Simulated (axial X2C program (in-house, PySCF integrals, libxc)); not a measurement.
**Spin–orbit effects along a row: molecules with I, HF**

Calculated with an in-house relativistic program for diatomic molecules, spin-free (one-electron X2C) or two-component (2c: spin–orbit coupling with atomic mean-field Coulomb and Gaunt terms, which also bring small scalar terms), in Dyall basis sets with cores contracted in-house; open shells are unrestricted.

Basis sets: I dyall-cv3z, I dyall-v3z, In dyall-cv3z, Mo dyall-cv3z, Sn dyall-cv3z, Y dyall-v3z, Zr dyall-cv3z.

| molecule | spin-free state | Re (Å) | ωe (cm⁻¹) | De (eV) | 2c state | Re 2c (Å) | ωe 2c (cm⁻¹) | De 2c (eV) |
| --- | --- | --- | --- | --- | --- | --- | --- | --- |
| YI | M_S = 0, Λ = 0 | 2.861 | 199.7 | 3.06 | Ω = 0 | 2.863 | 199.1 | n/a |
| ZrI | ? | ? | ? | ? | ? | ? | ? | ? |
| MoI | M_S = 5/2, Λ = 0 | 2.768 | 183.1 | 1.73 | Ω = 5/2 | 2.771 | 181.7 | 1.43 |
| InI | M_S = 0, Λ = 0 | 2.815 | 166.6 | 2.61 | Ω = 0 | 2.817 | 166.2 | 2.14 |
| SnI | M_S = 1/2, Λ = 1 | 2.758 | 188.9 | 1.79 | Ω = 1/2 | 2.761 | 187.4 | n/a |

(1) Estimate the 2c Re and ωe of ZrI as the mean of its neighbours in the table.

Each entry is the lowest single determinant of a limited PBE0 search at one distance. De goes to single-determinant-based atoms at the same level (for ions the charge split of lowest energy) and is withheld (n/a) where an atom does not fit its ground term or J level. Main or longest-lived isotopes. One determinant is a doubtful description, or other states lie close, for YI, ZrI, MoI; these need not be ground states, and all values refer to the states named. With several unpaired electrons the Ω given is that of one determinant, not necessarily of the lowest component. The lowest determinant changes configuration between the Hamiltonians for ZrI, so two states are compared there.

Answers

(1) Re ≈ 2.817 Å, ωe ≈ 190.4 cm⁻¹. The HF runs give the row below, so the estimate misses by -0.034 Å and -1.2 cm⁻¹.

| molecule | spin-free state | Re (Å) | ωe (cm⁻¹) | De (eV) | 2c state | Re 2c (Å) | ωe 2c (cm⁻¹) | De 2c (eV) |
| --- | --- | --- | --- | --- | --- | --- | --- | --- |
| ZrI | M_S = 3/2, Λ = 0 | 2.813 | 200.3 | n/a | Ω = 3/2 | 2.851 | 191.6 | n/a |
